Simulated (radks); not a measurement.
Question: The mean radii <r> (bohr) of the occupied orbitals of an atom or ion are listed with their occupations. Method: non-relativistic Kohn-Sham, PBE, spin-polarised, spherical densities, point nucleus; computed with a radial shooting solver on a logarithmic mesh with Libxc functionals.

orbital  occ.      <r>
1s up       1  0.07737
1s down     1  0.07737
2s up       1   0.3665
2s down     1   0.3664
2p up       3   0.3282
2p down     3   0.3282
3s up       1    1.128
3s down     1    1.131
3p up       3    1.204
3p down     2    1.210

Name the element and its charge. Open shells, if any, are filled with parallel spins first.

Answer: Z = 20, calcium, charge +3: Ca3+ in [Ne] 3s2 3p5. The 1s radius gives Z: for a bare nucleus <r> = 1.5/Z, 0.075 bohr for Z = 20, and screening makes it slightly larger (0.07737 here). The occupations add up to 17, and the charge is Z minus that.
